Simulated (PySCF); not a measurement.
# Exercise with solution: oscillator strength and radiative lifetime

GeCl₂I₂, SMILES [Cl][Ge]([I])([Cl])[I].

Geometry optimised at PBE-D3(BJ)/def2-SVP. The def2 effective core potentials stand for the cores of I; spin–orbit coupling is left out.

TDA-PBE/def2-SVPD (PySCF) puts the first singlet state with f over 0.02 at 4.36 eV (vertical), with the transition dipole (-0.887, 0.000, 0.000) in atomic units.

Task: Find the oscillator strength, the wavelength and the radiative lifetime that this transition would have in vacuum if emission retraced absorption.

Result: 
|μ|² = 0.7868 au, so |μ| = 2.25 D. ΔE = 4.36/27.211 = 0.1602 hartree. f = (2/3) ΔE |μ|² = 0.084 (the program prints 0.084).
λ = 1239.84/4.36 = 284 nm; ν = 35166 cm⁻¹.
Einstein's coefficient A = 0.6670 ν² f s⁻¹ (ν in cm⁻¹) = 6.9e7 s⁻¹, so τ = 1/A = 14 ns. This state is S6; the lower singlets have f = 0.005, 0.000, 0.004, 0.009, 0.006. The figure is the radiative limit of this one transition; relaxation, internal conversion, crossing to triplets and a medium change what is measured.
